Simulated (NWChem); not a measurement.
System: SiH2O2BrCl; SMILES O[Si](Cl)(O)Br

```xyz
7

O     -1.2353    -0.9228     1.3827
Si    -0.4150    -0.5929     0.0088
O     -1.4004    -0.8624    -1.2752
Cl     1.2238    -1.8091     0.0023
Br     0.2902     1.5093    -0.0568
H     -2.1219    -0.5550     1.4588
H     -1.1299    -0.5203    -2.1330
```
Atoms are numbered in this order, from 1.

Computed with NWChem. Geometry optimised at PBE0/def2-SVP; all other runs use it. This build's default masses of Se (78.918 u) and Br (79.917 u) are each other's, which moves their modes by up to 0.6 %.

| quantity | level | value |
|---|---|---|
| solvation free energy (kcal/mol) in water | PBE0/def2-SVP, SMD | -8.7 |
| isotropic polarisability (bohr³), static | PBE/def2-SVPD | (withheld) |
| vertical ionisation energy, ΔSCF (eV) | PBE/def2-SVP | 10.21 |
| vertical, lowest excitation, singlet (eV) | PBE/def2-SVPD, TDA | 6.15 |
| dipole (D) | PBE0/def2-SVP | (withheld) |
| highest harmonic frequency (cm⁻¹) | PBE0/def2-SVP | (withheld) |

Question: Fill in the missing entries.

Answer: 
- isotropic polarisability (bohr³), static, value: 69.7
- dipole (D), value: 2.23
- highest harmonic frequency (cm⁻¹), value: 3932
